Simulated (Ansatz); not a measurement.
All numbers were calculated with Ansatz.

A structure relaxed at PBE0-D4/def2-TZVP, charge 0, multiplicity 1:

```xyz
11

O     1.641    1.029    1.479
Sn    0.237    2.096    0.556
O     0.584    0.928   -1.237
C     0.267   -0.280   -1.420
C    -0.567   -1.069   -0.636
C    -1.244   -0.615    0.490
O    -1.194    0.533    1.011
H     2.233    1.539    2.036
H     0.694   -0.745   -2.318
H    -0.732   -2.092   -0.946
H    -1.919   -1.325    0.985
```

(1) Give its formula and SMILES.

(2) Point group (tolerance 0.08 Å, 0.16 Å for H)?

(3) Summarise the bond lengths by kind.

Results:

(1) C3H4O3Sn, `[OH][Sn-]1[O]C=CC=[O+]1`.

(2) Cs.

(3) 3 × O–Sn 1.990 to 2.168 Å; 1 × H–O 0.959 Å; 2 × C–O 1.262 Å; 2 × C–C 1.390 Å; 3 × C–H 1.081 to 1.098 Å.
